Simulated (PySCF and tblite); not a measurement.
Results of a calculation; reference values are marked as such.
C₃HBr₂NS, numbered as in [Br:1][c:2]1[cH:3][s:4][c:5]([Br:6])[n:7]1.

Level: PBE0-D3(BJ)/def2-SVP (IEF-PCM, acetonitrile)//GFN2-xTB, thermal terms from GFN2-xTB, symmetry numbers and mirror pairs counted. Conformers within 2.5 kcal/mol (GFN2-xTB free energy) were kept, 5 at most. GIAO shieldings: WP04/pcSseg-1 (IEF-PCM, acetonitrile). Shifts are against TMS (¹H), TMS (¹³C) at the same level. (PySCF 2.14, tblite 0.8.)

Predict the averaged NMR shifts at 298.15 K.

¹H: 7.48 (H3, 1H) ppm. ¹³C: 171.7 (C5), 148.0 (C2), 140.1 (C3) ppm.

Spin–orbit effects of the heavy atoms on shieldings are missing. At a carbon that bears Br the missing effect is some 10 ppm, beside I tens of ppm. Shifts are unscaled: against experiment ¹³C can be off by 15 ppm or more and ¹H by 0.8 ppm.
